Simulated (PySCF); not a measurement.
These are TPSSh-D3(BJ)/def2-TZVP // B3LYP-D3(BJ)/def2-SVP in PySCF values and carry that method's errors. Gas-phase values, no solvent. One relaxed conformer stands for a flexible species; it need not be the lowest. Delta-SCF ions had no search for a lower state. Excitations are Tamm–Dancoff values on a coarser integration grid. The basis has no diffuse functions, so Rydberg states are missing or too high.

Reference species (SMILES): `Bc1cc2cccc(F)cc-2c1` (neutral, multiplicity 1).

S1–T1 gap (TDA): 0.55 eV
HOMO–LUMO gap: 2.11 eV
S1 oscillator strength: 0.017
vertical ionisation energy (Delta-SCF): 7.42 eV

Changed species: `c1(B)cc2-c(c1)c(cccc2)F`.

Question: What does the change do to the S1–T1 gap (TDA), HOMO–LUMO gap, S1 oscillator strength and vertical ionisation energy (Delta-SCF)?

Answer: the S1–T1 gap (TDA) decreases by 0.06 eV, to 0.49 eV; the HOMO–LUMO gap rises by 0.27 eV, to 2.38 eV; the S1 oscillator strength hardly moves; the vertical ionisation energy (Delta-SCF) goes up by 0.12 eV, to 7.54 eV.
